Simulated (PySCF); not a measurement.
Compound: C4H12AlN.
Z-matrix (Å and degrees, PBE0-D3(BJ)/def2-SVP geometry), rows numbered from 1:
```
C 
C   1  1.5212
C   2  1.5216  1  114.60
N   3  1.4475  2  115.34  1   -67.48
C   4  1.4459  3  111.42  2   169.02
Al  4  1.7908  3  129.17  2   -15.14
H   1  1.1003  2  111.24  3  -175.79
H   1  1.1017  2  111.04  3   -55.68
H   1  1.1013  2  112.42  3    64.50
H   2  1.1044  1  110.08  3  -124.10
H   2  1.1024  1  109.14  3   120.47
H   3  1.1105  2  108.24  1    54.71
H   3  1.1102  2  108.95  1   168.56
H   5  1.1079  4  111.67  3   -60.39
H   5  1.1083  4  111.92  3    59.30
H   5  1.1008  4  111.09  3   179.44
H   6  1.5883  4  115.10  3  -179.64
H   6  1.5863  4  122.00  3    -0.21
```

Level: wB97X-D/def2-SVPD in PySCF, non-relativistic, on one gas-phase PBE0-D3(BJ)/def2-SVP geometry that isn't relaxed in the solvent. The solvent is an IEF-PCM continuum (van der Waals radii × 1.2), and excitations are vertical TDDFT with non-equilibrium linear response and a frozen core. The model holds no explicit solvent molecules, cavitation or dispersion.

Gas-phase singlets (H = HOMO, L = LUMO):

| state | E (eV) | λ (nm) | f | leading configurations |
| --- | --- | --- | --- | --- |
| S1 | 5.082 | 244 | 0.110 | H→L 98% |
| S2 | 6.019 | 206 | 0.007 | H→L+1 51%, H→L+2 41% |
| S3 | 6.095 | 203 | 0.001 | H-1→L 97% |
| S4 | 6.754 | 184 | 0.031 | H→L+3 60%, H→L+1 12%, H→L+2 8% |
| S5 | 7.120 | 174 | 0.008 | H→L+2 36%, H→L+3 26%, H→L+1 24% |

Question: What are the lowest 5 singlets in chloroform (ε = 4.711)?

Answer: 
| state | E (eV) | λ (nm) | f | leading configurations | change by rank (eV) |
| --- | --- | --- | --- | --- | --- |
| S1 | 5.098 | 243 | 0.142 | H→L 97% | +0.016 |
| S2 | 6.013 | 206 | 0.009 | H→L+2 52%, H→L+1 39% | -0.006 |
| S3 | 6.266 | 198 | 0.001 | H-1→L 96% | +0.171 |
| S4 | 6.699 | 185 | 0.040 | H→L+3 51%, H→L+1 22%, H→L+2 10% | -0.055 |
| S5 | 7.092 | 175 | 0.010 | H→L+3 37%, H→L+2 26%, H→L+1 25% | -0.028 |

Question: Give the list for acetonitrile (ε = 35.69), n² = 1.81.

Answer: 
```csv
state,E (eV),λ (nm),f,leading configurations,change by rank (eV)
S1,5.150,241,0.135,H→L 97%,+0.068
S2,6.037,205,0.008,"H→L+2 56%, H→L+1 35%",+0.018
S3,6.377,194,0.001,H-1→L 95%,+0.282
S4,6.689,185,0.035,"H→L+3 47%, H→L+1 28%, H→L+2 10%",-0.065
S5,7.088,175,0.008,"H→L+3 42%, H→L+1 24%, H→L+2 23%",-0.032
```

Question: The ground-state energy changes by -0.131 eV from gas to acetonitrile. By how much does the total energy of gas-phase S1 change?

Answer: E(S1) = E(S0) + excitation energy, so it changes by -0.131 + 0.068 = -0.063 eV: it is lowered less than the ground state, which is what a blue shift means. This is the vertical state, with the slow part of the continuum still set for S0.

Question: How do the frontier levels move from gas to acetonitrile?

Answer: 
```
orbital  gas (eV)  solvent (eV)  change (eV)                    Löwdin shares, gas                Löwdin shares, solvent
 LUMO+2      2.46          2.56        +0.10  Al6 44 %, H18 10 %, H17 10 %, N4 6 %   Al6 40 %, H18 10 %, H17 9 %, C5 8 %
 LUMO+1      1.82          1.95        +0.13                              Al6 72 %            Al6 72 %, H17 6 %, H18 5 %
   LUMO      0.88          1.18        +0.30  Al6 58 %, H17 10 %, H18 10 %, N4 9 %  Al6 57 %, H17 11 %, H18 11 %, N4 9 %
   HOMO     -8.23         -8.07        +0.16    N4 55 %, C5 10 %, C3 10 %, Al6 8 %    N4 55 %, C5 10 %, C3 10 %, Al6 8 %
 HOMO-1    -10.13        -10.17        -0.04          Al6 36 %, H18 29 %, H17 24 %          Al6 34 %, H18 30 %, H17 22 %
 HOMO-2    -10.81        -10.70        +0.11  N4 21 %, Al6 17 %, C3 14 %, H17 12 %  N4 20 %, Al6 16 %, C3 14 %, H17 13 %
 HOMO-3    -11.37        -11.18        +0.19   C2 22 %, C1 15 %, C3 13 %, H11 11 %   C2 22 %, C1 16 %, C3 12 %, H11 11 %
```

The HOMO–LUMO gap goes from 9.11 to 9.25 eV.

The pairwise dispersion term of wB97X-D wasn't added to the energies; at a given geometry it leaves orbitals and properties as they are.
